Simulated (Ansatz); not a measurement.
Saddle point of CH$_{9}$AsSi, singlet (CH₆Si ([CH3][SiH3]) + AsH₃ → CH₇AsSi ([CH3][SiH2][AsH2]) + H₂; bonds formed: Si1–As7, H2–H6; bonds broken: Si1–H2, H6–As7), PBE0-D4/def2-TZVP structure:

| atom | x (Å) | y (Å) | z (Å) |
| --- | --- | --- | --- |
| Si1 | -0.3168 | -0.5985 | -0.6176 |
| H2 | 1.3121 | 0.1292 | -0.6262 |
| H3 | 0.1822 | -1.5408 | -1.6675 |
| H4 | -1.6869 | -0.2584 | -1.0915 |
| C5 | -0.3606 | -1.4322 | 1.0553 |
| H6 | 1.6525 | 0.9782 | -0.1535 |
| As7 | 0.2204 | 1.9603 | 0.0629 |
| H8 | -0.8435 | -2.4090 | 0.9687 |
| H9 | -0.9194 | -0.8319 | 1.7747 |
| H10 | 0.6478 | -1.5848 | 1.4450 |
| H11 | -0.3151 | 3.4114 | 0.2739 |
| H12 | 0.4272 | 2.1764 | -1.4241 |

Energies are electronic, without zero-point energy. Barriers and step energies count from the start structure reached by relaxing down the imaginary mode; all methods use the PBE0-D4 structures, on which another method's saddle can fall below an end. Program: Ansatz 0.2.0. Basis: def2-TZVPP, with def2-QZVPP for the basis limit. Cores are frozen in the correlated methods. Filled d shells of the heavier atoms are correlated. The def2 sets are not built for correlating such inner shells, so the correlated values are less sure here. B3LYP uses VWN-RPA correlation. Extrapolation: Hartree–Fock as exp(−7.88 √X), correlation as X^−2.97.

```json
{"method": "SPW92", "barrier (kJ/mol)": "178.2", "step energy (kJ/mol)": "-7.0"}
{"method": "PBE-D4", "barrier (kJ/mol)": "?", "step energy (kJ/mol)": "-13.2"}
{"method": "BLYP-D4", "barrier (kJ/mol)": "?", "step energy (kJ/mol)": "-6.4"}
{"method": "r2SCAN-D4", "barrier (kJ/mol)": "227.3", "step energy (kJ/mol)": "-9.8"}
{"method": "B97M-V", "barrier (kJ/mol)": "238.2", "step energy (kJ/mol)": "2.2"}
{"method": "PBE0-D4", "barrier (kJ/mol)": "231.4", "step energy (kJ/mol)": "-9.8"}
{"method": "B3LYP-D4", "barrier (kJ/mol)": "247.5", "step energy (kJ/mol)": "-3.4"}
{"method": "r2SCAN0-D4", "barrier (kJ/mol)": "246.1", "step energy (kJ/mol)": "-7.8"}
{"method": "BHLYP-D4", "barrier (kJ/mol)": "?", "step energy (kJ/mol)": "1.2"}
{"method": "CAM-B3LYP-D4", "barrier (kJ/mol)": "268.1", "step energy (kJ/mol)": "3.0"}
{"method": "wB97X-V", "barrier (kJ/mol)": "271.6", "step energy (kJ/mol)": "-1.9"}
{"method": "wB97M-V", "barrier (kJ/mol)": "261.6", "step energy (kJ/mol)": "-3.0"}
{"method": "B2PLYP", "barrier (kJ/mol)": "260.8", "step energy (kJ/mol)": "-1.9"}
{"method": "PBE-QIDH", "barrier (kJ/mol)": "255.8", "step energy (kJ/mol)": "-7.8"}
{"method": "RPA on PBE", "barrier (kJ/mol)": "267.2", "step energy (kJ/mol)": "1.2"}
{"method": "HF", "barrier (kJ/mol)": "359.1", "step energy (kJ/mol)": "16.1"}
{"method": "MP2", "barrier (kJ/mol)": "257.9", "step energy (kJ/mol)": "-10.6"}
{"method": "CCSD", "barrier (kJ/mol)": "281.6", "step energy (kJ/mol)": "1.3"}
{"method": "CCSD(T)", "barrier (kJ/mol)": "264.7", "step energy (kJ/mol)": "-2.9"}
```

Problem. Fill in the withheld barriers. (An estimate is asked for; the value comes from the calculation.)

Solution. Computed: PBE-D4 203.7; BLYP-D4 226.1; BHLYP-D4 281.6 kJ/mol. Each is the energy of the saddle less that of the start structure, by the same method.

For comparison, the barrier by CCSD(T) at an estimated basis limit (MP2 extrapolated from triple and quadruple zeta, plus CCSD(T) − MP2 in triple zeta) is 256.6 kJ/mol.

The T1 diagnostic stays at or below 0.012.

Labels in which every atom is bracketed show which atoms are joined, not bond orders.

For scale, one of the runs: CCSD(T)/def2-TZVPP, 247 basis functions (an equivalent command: `ansatz run in.yaml --threads 4`). Time: 2.7 min of wall clock on 4 CPU threads; the host was shared. Peak host memory: 4.9 GiB.
